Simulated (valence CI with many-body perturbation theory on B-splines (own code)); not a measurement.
The numbers below are computed, except where a source is named.
# Ladder of approximations for Zr34+

Method: relativistic CI+MBPT: four valence electrons over a frozen Dirac-Fock core [He], a basis of 11 s, 11 p, 9 d, 7 f, 5 g, 2 h, 1 i functions for each j, with the one-electron correlation potential Σ1, the two-electron term Σ2, the three-electron term Σ3, Breit, model QED; selected CI, second order for the rest (own B-spline code, finite nucleus).

The last digits are not significant, and no measured levels were compared; by estimate large intervals hold to a few tenths of a per cent, small ones and those within an open d or f shell to about a per cent. Among the levels kept, up to 260 cm⁻¹ of a level comes from second order outside the variational space, and about a tenth of that is noise between levels of different J, which matters for small intervals.

Each rung adds one term. CI alone is the Dirac-Coulomb CI over the frozen core; QED comes last and gives the full result, which names the levels. Energies are above (2s^2 2p1/2^2) J=0 on the same rung, in eV.

Levels are named by their leading jj configuration (3d3/2^4 stands for four electrons in 3d with j = 3/2), which in mixed levels can hold well under half, so a name can repeat and another be missing. Letters in brackets count levels of one name in rising energy.

```
                     Level  CI alone     Σ1     Σ2     Σ3  Breit    QED    Full
    (2s^2 2p1/2 2p3/2) J=1      83.8  +0.05  -0.05  +0.01  -1.98  +0.21    82.0
    (2s^2 2p1/2 2p3/2) J=2      96.6  +0.05  -0.03  -0.01  -3.19  +0.22    93.7
        (2s^2 2p3/2^2) J=2     188.0  +0.09  -0.02  -0.01  -4.58  +0.39   183.9
    (2s 2p1/2^2 2p3/2) J=2     201.6  -0.15  -0.12  +0.01  -1.02  -1.82   198.5
        (2s^2 2p3/2^2) J=0     214.1  +0.09  +0.08  -0.05  -3.36  +0.35   211.2
    (2s 2p1/2^2 2p3/2) J=1     247.9  -0.16  -0.21  -0.06  -0.31  -1.85   245.3
(2s 2p1/2 2p3/2^2) J=2 [a]     286.3  -0.12  -0.14  -0.01  -1.99  -1.68   282.3
    (2s 2p1/2 2p3/2^2) J=3     310.0  -0.11  -0.15  -0.03  -3.95  -1.66   304.1
    (2s 2p1/2 2p3/2^2) J=0     331.7  -0.11  -0.09  -0.05  -1.41  -1.67   328.4
(2s 2p1/2 2p3/2^2) J=1 [a]     340.5  -0.11  -0.23  -0.07  -2.14  -1.66   336.3
(2s 2p1/2 2p3/2^2) J=2 [b]     350.9  -0.11  -0.26  -0.09  -3.25  -1.66   345.5
(2s 2p1/2 2p3/2^2) J=1 [b]     357.5  -0.12  -0.33  -0.11  -1.94  -1.70   353.3
          (2s 2p3/2^3) J=2     423.4  -0.07  -0.20  -0.07  -4.15  -1.49   417.4
          (2s 2p3/2^3) J=1     461.6  -0.07  -0.33  -0.12  -3.95  -1.50   455.6
     (2p1/2^2 2p3/2^2) J=2     487.4  -0.32  -0.50  -0.13  -0.63  -3.71   482.1
     (2p1/2^2 2p3/2^2) J=0     515.7  -0.31  -0.46  -0.13  +0.53  -3.69   511.6
       (2p1/2 2p3/2^3) J=1     576.6  -0.27  -0.49  -0.12  -1.86  -3.54   570.3
       (2p1/2 2p3/2^3) J=2     590.9  -0.27  -0.45  -0.12  -2.96  -3.54   583.5
             (2p3/2^4) J=0     696.5  -0.22  -0.43  -0.13  -3.46  -3.33   688.9
       (2s^2 2p1/2 3s) J=0    2561.0  +0.32  -0.01  -0.08  -4.08  +0.68  2557.8
       (2s^2 2p1/2 3s) J=1    2563.1  +0.32  -0.03  -0.08  -4.24  +0.69  2559.8
    (2s^2 2p1/2 3p1/2) J=1    2599.4  +0.28  -0.04  -0.08  -3.63  +0.10  2596.1
    (2s^2 2p1/2 3p1/2) J=0    2618.1  +0.28  -0.06  -0.08  -3.35  +0.08  2614.9
    (2s^2 2p1/2 3p3/2) J=1    2632.2  +0.28  -0.05  -0.08  -3.95  +0.08  2628.5
    (2s^2 2p1/2 3p3/2) J=2    2635.3  +0.29  -0.05  -0.08  -4.34  +0.16  2631.2
       (2s^2 2p3/2 3s) J=2    2658.7  +0.37  -0.02  -0.08  -6.32  +0.84  2653.5
       (2s^2 2p3/2 3s) J=1    2663.5  +0.37  -0.04  -0.08  -6.27  +0.86  2658.4
    (2s^2 2p1/2 3d3/2) J=2    2669.1  +0.33  -0.03  -0.08  -4.44  +0.13  2665.0
       (2s 2p1/2^2 3s) J=1    2669.0  +0.13  -0.08  -0.08  -2.21  -1.29  2665.4
    (2s^2 2p1/2 3d3/2) J=1    2682.6  +0.32  -0.05  -0.08  -4.60  +0.08  2678.3
    (2s^2 2p1/2 3d5/2) J=2    2685.0  +0.33  -0.05  -0.08  -4.71  +0.14  2680.6
```

The middle columns are the shifts that each term adds.

Task: How does the ionisation energy move along the ladder, and which term matters most?

Result: CI alone 4565.3, + Σ1 4565.7, + Σ2 4565.6, + Σ3 4565.6, + Breit 4560.7, + QED 4560.9 eV. The largest step is Breit, -4.8 eV. NIST lists 4553 ± 5 eV (semi-empirical).
